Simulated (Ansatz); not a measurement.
Sn oxide hydroxide: PBE-D4/def2-TZVPD single points in Ansatz on relaxed structures, gas phase. Each cluster is the lowest isomer that a short search found in that spin, judged at the geometry's level, and lower ones may exist. Core potentials for Sn, no spin–orbit coupling. Binding counts from free atoms in the multiplicity of their measured ground term, without zero-point energy. The structures are stationary points that may keep the symmetry of their start. Remarks come from the PBE and PBE0 runs and from stability tests at other levels; not every state was tested. A HOMO above zero means that the electron is unbound at that level and held by the basis, or that self-interaction error raises the level; the energy of removing that electron tells which.

```
                   species  atoms    state            geometry  HOMO (eV)  LUMO (eV)  gap (eV)  vertical EA (eV)  binding per atom (eV)  point group (within 0.1 Å)                       remarks
 SnO3H2 (with an O–O bond)      6  singlet     PBE-D4/def2-SVP      -6.03      -2.86      3.17              0.46                   3.37                           –  HOMO above zero (-1 doublet)
 SnO4H4 (with an O–O bond)      9  singlet   B3LYP-D4/def2-SVP      -6.18      -2.78      3.40              0.42                   3.18                           –  HOMO above zero (-1 doublet)
Sn2O6H4 (with 2 O–O bonds)     12  singlet  r2SCAN-D4/def2-SVP      -6.12      -2.57      3.54              0.55                   3.51                           –  HOMO above zero (-1 doublet)
```

The gap (eV) runs from 3.17 (SnO3H2 (with an O–O bond)) to 3.54 (Sn2O6H4 (with 2 O–O bonds)). The vertical EA (eV) runs from 0.42 (SnO4H4 (with an O–O bond)) to 0.55 (Sn2O6H4 (with 2 O–O bonds)). The binding per atom (eV) runs from 3.18 (SnO4H4 (with an O–O bond)) to 3.51 (Sn2O6H4 (with 2 O–O bonds)).
